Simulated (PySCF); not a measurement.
From one molecule to another.

First species: H4OSSi.
InChI=1S/H4OSSi/c1-3-2/h1-2H,3H2

Second species: C₉H₁₀.
Cartesian coordinates in Å at the PBE0-D3(BJ)/def2-SVP level; atoms count from 1:
```xyz
19
C9H10 angstrom
C      3.0156   -0.4705   -0.4379
C      1.5805   -0.1232   -0.1548
C      1.2660    1.0439    0.5631
C     -0.0510    1.4394    0.8331
C     -1.0474    0.6073    0.3490
C     -0.7516   -0.5544   -0.3613
C      0.5472   -0.9523   -0.6305
C     -2.2100   -0.9195   -0.5400
C     -2.5424    0.3880    0.2604
H      3.1743   -1.5590   -0.4410
H      3.6934   -0.0296    0.3073
H      3.3269   -0.0942   -1.4271
H      2.0906    1.6644    0.9262
H     -0.2539    2.3526    1.3984
H      0.7842   -1.8660   -1.1834
H     -2.5291   -1.8541   -0.0521
H     -2.5719   -0.9288   -1.5803
H     -3.0560    0.2226    1.2208
H     -3.1027    1.1477   -0.3074
```

Levels: B3LYP/def2-SVPD for dipole moment, HOMO energy, LUMO energy, HOMO–LUMO gap, static isotropic polarisability and electronic spatial extent ⟨r²⟩ about the centre of nuclear charge; TDDFT B3LYP/def2-SVPD for lowest singlet excitation; TDA B3LYP/def2-SVPD for lowest triplet excitation (Tamm–Dancoff); ΔSCF B3LYP/def2-SVPD for vertical ionisation energy; PBE0-D3(BJ)/def2-SVP for rotational constant A and rotational constant C. Geometries: PBE0-D3(BJ)/def2-SVP. Each structure is a single optimised conformer of the isolated species, non-relativistic unless stated. Electronic properties by PySCF.

Dipoles, sizes and rotational constants follow the conformer. The torsions of the flexible species, by atom-mapped SMILES:
- `[OH:1][SiH2:2][SH:3]`: H–O1–Si2–S3 55°, H–S3–Si2–O1 66°

Values for the first species:

- Dipole moment: 0.61 D
- HOMO energy: -7.49 eV
- LUMO energy: -0.40 eV
- HOMO–LUMO gap: 7.09 eV
- Lowest singlet excitation: 6.02 eV
- Lowest triplet excitation (Tamm–Dancoff): 5.62 eV
- Static isotropic polarisability: 54.0 au
- Vertical ionisation energy: 10.06 eV
- Electronic spatial extent ⟨r²⟩ about the centre of nuclear charge: 385 bohr²
- Rotational constant A: 18.421 GHz
- Rotational constant C: 3.346 GHz

Problem. Estimate the same properties for the second species, and the change in each.

Solution. 
```tsv
property	first	second	second less first
dipole moment	0.61 D	0.26 D	-0.35 D
HOMO energy	-7.49 eV	-6.38 eV	+1.11 eV
LUMO energy	-0.40 eV	-0.48 eV	-0.08 eV
HOMO–LUMO gap	7.09 eV	5.90 eV	-1.19 eV
lowest singlet excitation	6.02 eV	5.07 eV	-0.95 eV
lowest triplet excitation (Tamm–Dancoff)	5.62 eV	4.02 eV	-1.60 eV
static isotropic polarisability	54.0 au	104.4 au	+50.4 au
vertical ionisation energy	10.06 eV	8.30 eV	-1.76 eV
electronic spatial extent ⟨r²⟩ about the centre of nuclear charge	385 bohr²	1227 bohr²	+842 bohr²
rotational constant A	18.421 GHz	3.930 GHz	-14.491 GHz
rotational constant C	3.346 GHz	0.982 GHz	-2.364 GHz
```

On the first: The vertical singlet–triplet gap S1 − T1 is 0.40 eV (TDDFT singlet less Tamm–Dancoff triplet; S1: HOMO→LUMO, weight 0.73; T1: HOMO→LUMO, weight 0.68). S1 lies 1.07 eV below the HOMO–LUMO gap; its leading configuration is HOMO→LUMO, weight 0.73.

On the second: The dipole matches unit charges of opposite sign 0.05 Å apart (1 e·Å = 4.8032 D). No computed singlet falls in the visible range (750 to 380 nm, 1.65 to 3.26 eV); S1 lies 1.81 eV above its blue end.
